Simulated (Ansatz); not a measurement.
Cost and result for the atomization energy of `[O]=[Sb]` radical (2 atoms, 1 bond).

```xyz
2

O     0.887    0.030    0.162
Sb   -0.887   -0.030   -0.162
```

Total charge 0; spin multiplicity 2. Correlated methods include outer-core shells of Sb, which these sets cover unevenly. Sb takes the def2 core potential. The structure was optimised at the PBE0-D4/def2-TZVP level. Program: Ansatz. Hardware: A = 2 threads of an AMD EPYC 7R13 on a shared host; B = 2 threads of an AMD EPYC 7R13 on a shared host and a share of an NVIDIA H100 80 GB. Times are those of one run each, without the atoms' runs, and a repeat can differ threefold. Electronic energies, without spin–orbit coupling; frozen cores. CCSD(T)/CBS adds CCSD(T) − MP2 in def2-TZVPP to the MP2 limit, and its time is that of the two runs behind it. T1 = 0.086; ⟨S²⟩ of the reference is 1.50. With those shells the extrapolation isn't a true limit. HSE06 is the plane-wave form, built on full-range PBE exchange.

CCSD(T)/CBS is a level of theory with its own doubt, some kJ/mol a heavy atom from the limit and from the frozen cores, so smaller differences don't rank the functionals.

```json
{"level": "PBE-D4/def2-TZVPP (with forces) [A]", "functions": "81", "wall time": "1.4 s"}
{"level": "LDA (SPW92)/def2-TZVPP [A]", "functions": "81", "wall time": "1.6 s"}
{"level": "revPBE-D4/def2-TZVPP [A]", "functions": "81", "wall time": "1.8 s"}
{"level": "CAM-B3LYP-D4/def2-TZVPP [A]", "functions": "81", "wall time": "2 s"}
{"level": "HSE06-D4/def2-TZVPP [A]", "functions": "81", "wall time": "2.1 s"}
{"level": "CCSD(T)/def2-SVP [A]", "functions": "40", "wall time": "2.2 s"}
{"level": "BHLYP-D4/def2-TZVPP [A]", "functions": "81", "wall time": "2.6 s"}
{"level": "r2SCANh-D4/def2-TZVPP [A]", "functions": "81", "wall time": "3.5 s"}
{"level": "ωB97M-V/def2-TZVPP (with forces) [A]", "functions": "81", "wall time": "5.5 s"}
{"level": "PBE-QIDH/def2-TZVPP [A]", "functions": "81", "wall time": "7 s"}
{"level": "CCSD(T)/def2-TZVPP [A]", "functions": "81", "wall time": "9.5 s"}
{"level": "CCSD(T)/def2-QZVPP [B]", "functions": "139", "wall time": "11 s"}
{"level": "CCSD(T)/CBS(def2)", "functions": "–", "wall time": "20 s"}
```

(1) What atomization energy does each give, and how far from CCSD(T)/CBS? (Estimate.)

Answers

(1) The calculation gave: 
```
                               level  atomization (kcal/mol)  difference from CCSD(T)/CBS  per bond
 PBE-D4/def2-TZVPP (with forces) [A]                   110.3                         16.2      16.2
          LDA (SPW92)/def2-TZVPP [A]                   135.4                         41.3      41.2
            revPBE-D4/def2-TZVPP [A]                   103.1                          9.0       9.0
         CAM-B3LYP-D4/def2-TZVPP [A]                    95.4                          1.3       1.2
             HSE06-D4/def2-TZVPP [A]                    90.5                         -3.6      -3.7
                CCSD(T)/def2-SVP [A]                    66.3                        -27.8     -27.8
             BHLYP-D4/def2-TZVPP [A]                    75.4                        -18.7     -18.8
           r2SCANh-D4/def2-TZVPP [A]                    89.5                         -4.6      -4.6
ωB97M-V/def2-TZVPP (with forces) [A]                    92.3                         -1.8      -1.8
             PBE-QIDH/def2-TZVPP [A]                    77.2                        -16.9     -16.9
              CCSD(T)/def2-TZVPP [A]                    85.9                         -8.2      -8.3
              CCSD(T)/def2-QZVPP [B]                    92.2                         -1.9      -1.9
                   CCSD(T)/CBS(def2)                    94.1                          0.0       0.0
```

Leaving LDA and LC-ωPBE aside and taking each functional with its dispersion term where it has one, the values, not all of them listed here, spread over 36.2 kcal/mol, from BHLYP-D4 to BLYP-D4. LDA lies +25.6 kcal/mol from PBE without D4, its usual overbinding. From r2SCAN to r2SCAN0 (25 % exact exchange), in def2-TZVPP and without D4, the atomization energy moves by −15.8 kcal/mol: exact exchange takes away binding that semilocal exchange gives to molecules. The D4 term adds +1.0 kcal/mol with B3LYP and +0.5 kcal/mol with PBE0; it sums over pairs of atoms, weighted by their polarisabilities, and B3LYP, whose exchange is more repulsive, gets the larger term.

B3LYP here is the variant with VWN-RPA as its local correlation; programs differ in this.
